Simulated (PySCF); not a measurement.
Stepwise substitution at one centre (B OH-SiH3). All species are isolated molecules in the gas phase. One relaxed conformer stands for each flexible species; it need not be the lowest. Strings in code marks are SMILES.

The four lowest singlet excitations (Tamm–Dancoff). Calculation: PySCF with B3LYP-D3(BJ)/def2-TZVP. B3LYP has the VWN-RPA correlation part, as in Gaussian. Excitations are Tamm–Dancoff values on a coarser integration grid. The basis has no diffuse functions, so Rydberg states are missing or too high.

```csv
state,energy (eV),wavelength (nm),oscillator strength
S1,6.35,195,0.024
S2,6.97,178,0.009
S3,7.20,172,0.011
S4,8.00,155,0.004
```

Q: Which member gives these states?
A. `[SiH3]B([SiH3])[SiH3]`
B. `OB(O)[SiH3]` (H–O–B–Si torsion 1°, Si–B–O–H torsion -1°)
C. `OB([SiH3])[SiH3]` (H–O–B–Si torsion 0°)
D. `OB(O)O`

A: B, `OB(O)[SiH3]` (H–O–B–Si torsion 1°, Si–B–O–H torsion -1°)
